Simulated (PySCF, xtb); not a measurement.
Ge(Me)(OH)3 (CH6GeO3), SMILES [OH][Ge]([OH])([OH])[CH3]. The values are those of a single conformer.

Harmonic wavenumbers (cm⁻¹) from GFN2-xTB in xtb at its own minimum, in rising order: 100, 103, 114, 178, 180, 223, 226, 227, 266, 524, 564, 565, 591, 776, 779, 780, 822, 824, 1312, 1447, 1447, 3041, 3047, 3047, 3658, 3662, 3666.

Question: What does PySCF with B3LYP-D3(BJ)/def2-SVP give at its own minimum? (The exact figures need the calculation; the answer reports its results.)

Answer: 81, 100, 100, 206, 206, 245, 246, 255, 319, 612, 702, 713, 713, 801, 801, 884, 893, 893, 1264, 1431, 1431, 3052, 3159, 3159, 3834, 3834, 3835. Paired by order, the mean absolute difference is 68 cm⁻¹ and the zero-point energies are 46.0 and 48.3 kcal/mol.
